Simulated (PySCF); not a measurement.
Precursor series Mo Cl-OH. Isolated molecules, 0 K electronic values unless said otherwise. One relaxed conformer stands for each flexible species; it need not be the lowest.

The numbers are results of TPSSh-D3(BJ)/def2-TZVP // r2SCAN-D4/def2-SVP (PySCF 2.14.0), not measurements. 

```tsv
species	charge on the central atom (Mulliken) (e)	LUMO (eV)	HOMO (eV)	mean distance from the central atom to its bonded neighbours (Å)
0 of 6 Cl replaced by OH ([Mo(Cl)6])	0.78	-6.19	-8.48	2.308
1 of 6 Cl replaced by OH ([Mo(Cl)5(OH)])	0.94	?	-8.22	2.241
2 of 6 Cl replaced by OH ([Mo(Cl)4(OH)2])	1.10	-5.62	-8.06	2.175
4 of 6 Cl replaced by OH ([Mo(Cl)2(OH)4])	?	-4.80	-7.66	?
5 of 6 Cl replaced by OH	1.45	-4.05	?	1.983
6 of 6 Cl replaced by OH ([Mo(OH)6])	1.63	-3.88	?	?
```

What belongs in the gaps?


- 1 of 6 Cl replaced by OH ([Mo(Cl)5(OH)]), LUMO (eV): -6.02
- 4 of 6 Cl replaced by OH ([Mo(Cl)2(OH)4]), charge on the central atom (Mulliken) (e): 1.40
- 4 of 6 Cl replaced by OH ([Mo(Cl)2(OH)4]), mean distance from the central atom to its bonded neighbours (Å): 2.049
- 5 of 6 Cl replaced by OH, HOMO (eV): -7.36
- 6 of 6 Cl replaced by OH ([Mo(OH)6]), HOMO (eV): -7.86
- 6 of 6 Cl replaced by OH ([Mo(OH)6]), mean distance from the central atom to its bonded neighbours (Å): 1.913
